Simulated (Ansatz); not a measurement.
CH7AlOSi2 can be A, `[AlH2][CH]1O[SiH2][SiH2]1`, or B, `[CH2]1[AlH][O][SiH2][SiH2]1`.

Isolated molecules relaxed with PBE0-D4/def2-TZVP in Ansatz; ΔE leaves out vibrations. CCSD(T)/CBS adds triple-zeta CCSD(T) − MP2 to the extrapolated MP2 energy (def2 sets, frozen cores). Functionals use def2-TZVPP. B3LYP here is the variant with VWN-RPA as its local correlation; programs differ in this.

**Question.** Which isomer does CCSD(T)/CBS put lower? Give the gap. (Estimate.)

**Answer.** Ansatz gave: B, by 82.6 kcal/mol.

**Question.** Give E(B) − E(A) in kcal/mol with B2PLYP, PBE0-D4, ωB97M-V, CCSD/def2-TZVPP, CCSD(T)/def2-TZVPP, MP2/def2-TZVPP, B3LYP. (An estimate is asked.)

**Answer.** The calculation gave: B2PLYP -81.9, PBE0-D4 -80.3, ωB97M-V -81.2, CCSD/def2-TZVPP -82.7, CCSD(T)/def2-TZVPP -82.1, MP2/def2-TZVPP -84.5, B3LYP -80.0. None reverses the order clearly.

Largest T1 diagnostic: 0.014.

From PBE to PBE0 (25 % exact exchange), in def2-TZVPP and without D4, E(B) − E(A) moves by −2.9 kcal/mol.
